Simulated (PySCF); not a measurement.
Species: `CCN(C)[SiH2]S`. The columns A, B, C and D hold Mulliken, IAO, Hirshfeld and ESP-fitted charges (e) of one PBE0/pcSseg-1 density (PySCF), in a shuffled order. Coordinates in Å (GFN2-xTB); the density's dipole moment is (0.44, -0.23, 2.34) D.

```tsv
atom	x	y	z	A	B	C	D
C1	1.980	-0.249	0.041	-0.124	-0.287	-0.432	-0.258
C2	0.616	-0.934	0.031	-0.026	-0.051	-0.141	+0.366
N3	-0.495	-0.035	0.272	-0.176	-0.772	-0.517	-0.365
C4	-0.572	0.453	1.628	-0.069	-0.066	-0.301	-0.484
Si5	-1.235	0.876	-0.977	+0.341	+0.688	+0.812	+0.437
S6	-1.337	-0.350	-2.739	-0.140	-0.410	-0.329	-0.391
H7	1.995	0.555	-0.691	+0.038	+0.119	+0.140	+0.077
H8	2.754	-0.968	-0.215	+0.044	+0.114	+0.144	+0.053
H9	2.206	0.165	1.021	+0.037	+0.112	+0.135	+0.060
H10	0.591	-1.722	0.793	+0.036	+0.109	+0.127	-0.021
H11	0.463	-1.401	-0.945	+0.024	+0.127	+0.142	-0.056
H12	-1.531	0.941	1.782	+0.045	+0.117	+0.145	+0.193
H13	0.216	1.177	1.856	+0.033	+0.106	+0.120	+0.162
H14	-0.486	-0.383	2.324	+0.043	+0.111	+0.139	+0.167
H15	-2.595	1.156	-0.530	-0.082	-0.088	-0.136	-0.105
H16	-0.562	2.078	-1.471	-0.084	-0.085	-0.152	-0.044
H17	-2.015	-1.345	-2.189	+0.058	+0.155	+0.103	+0.208
```

Task: Which column most likely holds the ESP-fitted charges?

Result: D. Σ q r misses the density's dipole by 0.09 D (D), 1.21 D (C), 1.29 D (B), 1.57 D (A). Charges fitted to the outside potential are the only set here that is tied to the molecule's multipoles.

Task: And the Hirshfeld charges?

Result: A. The mean sizes are 0.082 e (A), 0.203 e (D), 0.207 e (B), 0.236 e (C), and Hirshfeld charges are commonly the smallest of these schemes.

As computed, A = Hirshfeld, B = Mulliken, C = IAO, D = ESP-fitted. Hydrogens on carbon: Hirshfeld +0.02 to +0.05, Mulliken +0.11 to +0.13, IAO +0.12 to +0.15, ESP-fitted -0.06 to +0.19 e.

The ESP scheme fits charges at the nuclei, held to the total charge, to the electrostatic potential on points at 1.4 to 2.0 times the van der Waals radii. The Mulliken scheme counts on each atom the diagonal of the density matrix times the overlap matrix over that atom's basis functions.

Geometry: GFN2-xTB, one conformer, isolated molecule.

These values come from a run that also computed NMR shieldings. The run took 60 s on one thread, Intel Xeon at 2.50 GHz (x86_64), on a shared host, and the process peaked at 0.79 GiB of memory.

Conformer computed: `[CH3:1][CH2:2][N:3]([CH3:4])[SiH2:5][SH:6]`: C1–C2–N3–C4 -71°, C2–N3–Si5–S6 39°, H–S6–Si5–N3 57°.
